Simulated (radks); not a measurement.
The numbers below are computed, except where a source is named.
The zinc ion Zn+ inside a hard spherical wall (all orbitals vanish at R), configuration held at [Ar] 3d10 4s1 and not refilled when levels cross. Code: a radial shooting solver on a logarithmic mesh with Libxc functionals. Model: non-relativistic Kohn-Sham, r2SCAN, spin-polarised, spherical densities, point nucleus; open shells are filled with parallel spins first; meta-GGA in the generalised Kohn-Sham scheme. Eigenvalues in eV for spin up, with the zero of energy where the potential of the charges vanishes at infinity; a dash marks a level that is unbound or too diffuse for the functional's potential to be trusted. A positive occupied level is held by the wall or, in an anion where self-interaction has pushed it up, behind a barrier. The pressure on the wall is -dE/dV.

R (bohr),E (hartree),kinetic (hartree),e(3s),e(3p),e(3d),e(4s),"e(4p, empty)","e(5s, empty)",pressure (GPa)
free,-1779.08377,1777.860,-138.74,-94.502,-20.411,-14.569,-7.908,-,0
20,-1779.08377,1777.860,-138.74,-94.502,-20.411,-14.569,-7.908,-,< 0.0001
15,-1779.08377,1777.860,-138.74,-94.502,-20.411,-14.569,-7.908,-,< 0.0001
12,-1779.08377,1777.860,-138.74,-94.502,-20.411,-14.569,-7.908,0.039,< 0.0001
10,-1779.08377,1777.860,-138.74,-94.501,-20.411,-14.568,-7.906,0.373,0.000110
7,-1779.08319,1777.867,-138.71,-94.468,-20.379,-14.536,-7.791,2.590,0.0488
3.5,-1778.88762,1778.822,-135.65,-91.441,-17.492,-9.015,1.098,46.128,64.0
2.5,-1777.85636,1782.828,-127.27,-83.225,-9.048,11.880,27.165,133.84,940
2,-1775.40376,1791.793,-114.73,-70.697,4.960,51.200,71.293,258.88,5190
1.5,-1764.95054,1827.859,-79.980,-34.413,46.470,178.43,202.79,584.63,44600
